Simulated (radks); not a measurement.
Neutral gold, 79 electrons, occupied as [Xe] 4f14 5d10 6s1. Calculated with a radial shooting solver on a logarithmic mesh with Libxc functionals: Dirac Kohn-Sham, exchange-only PBE, spin-unpolarised, spherical densities, finite nucleus; Fermi nuclear charge, rms radius 5.4371 fm.

Normalised radial functions P(r) = r R(r) (large component), r in bohr:

```
   r/bohr * 4f5/2, o 5p1/2 (the largest magnitude, 1.44, reaches the edge; | marks zero, & curves that meet)
 0.002518                             &
  0.00344                             *o
 0.004662                             *o
 0.006319                             *o
 0.008633                             * o
   0.0117                             *  o
  0.01586                             *   o
  0.02166                             *    o
  0.02936                             *     o
  0.03979                             *    o
  0.05436                             |* o
  0.07367                           o | *
  0.09984                      o      |    *
   0.1364                     o       |        *
   0.1848                           o |               *
   0.2505                             |       o              *
   0.3422                             |           o              *
   0.4638                             | o                       *
   0.6286                o            |                   *
    0.852       o                     |           *
    1.164           o                 |    *
    1.577                    o        | *
    2.138                          o  *
    2.921                            o*
    3.958                             &
    5.364                             &
    7.329                             &
    9.932                             &
```

4f5/2: eigenvalue -82.011 eV, 0 radial nodes, <r> = 0.495 bohr, 90 % of the charge inside 0.796 bohr. 5p1/2: eigenvalue -70.902 eV, 3 radial nodes at r = 0.0668, 0.198, 0.487 bohr, <r> = 1.00 bohr, 90 % of the charge inside 1.46 bohr.
